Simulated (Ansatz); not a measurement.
```yaml
crystal:
  periodic: [false, false, false]
  atoms:
    - {symbol: C, position_ang: [0.637520, -1.018314, 0.848094]}
    - {symbol: B, position_ang: [0.306461, 0.379555, -0.250863]}
    - {symbol: Br, position_ang: [1.859426, 0.972965, -1.506433]}
    - {symbol: C, position_ang: [-1.088808, 0.998588, -0.256307]}
    - {symbol: S, position_ang: [-2.325059, 0.378731, -0.673120]}
    - {symbol: H, position_ang: [1.206709, -0.646270, 1.741353]}
    - {symbol: H, position_ang: [1.427773, -1.769496, 0.267714]}
    - {symbol: H, position_ang: [-0.426581, -1.642608, 0.919209]}
    - {symbol: H, position_ang: [-0.949369, 2.307431, -0.202272]}
basis:
  gaussian: {orbitals: ANO-RCC-VTZP}
hamiltonian: {xc: {name: r2SCAN}, dispersion: d3bjatm}
relax: {f_tol: 0.001, max_steps: 1}
```

```sh
$ ansatz run in.yaml --threads 4 --pin off --events-out ev --progress --plain --max-ram 10444MiB
```

Output, abridged:

```
Functional definition: r2SCAN
1670 factors; their error is unknown
mean field evaluation 1: about -84587.0134 eV, gradient 6.9e1 eV
mean field evaluation 2: about -84559.0813 eV, gradient 1.1e2 eV
mean field evaluation 4: about -84597.9475 eV, gradient 1.3e1 eV
mean field evaluation 8: about -84598.4316 eV, gradient 2.9e-1 eV
mean field evaluation 16: about -84598.3553 eV, gradient 4.4e-3 eV
mean field -84598.35525833 eV, -3108.9322129190 hartree, gradient 5.6e-5 eV, S^2 0.000000; 0 other end points of the search recorded, 0 dependent functions left out
reference -84598.35528058 eV, -3108.9322137365 hartree; 36, 36 occupied and 187, 187 virtual orbitals, 1670 factors
relax step   1: F+E_penalty+E_count = -84598.42359711 eV  Δ(F+E_penalty+E_count) = +0.000e0 eV  max|allowed force component| = 9.709e0 eV/Å  Δτ_max = 0.0000 Å  (33 SCF iters, accepted)
Error: geometry relaxation did not converge after 1 steps: max|allowed force component| = 9.71e0 eV/Å (threshold 1.0e-3). Raise `relax.max_steps` over both its present limit and 1, loosen `relax.f_tol`, or start from a geometry closer to equilibrium. Where this run's directory can be resumed (`checkpoint.write`), a resume goes on for up to `relax.max_steps` more
```

In this input the relaxation is allowed too few steps for its threshold. The calculation stopped without meeting its thresholds.
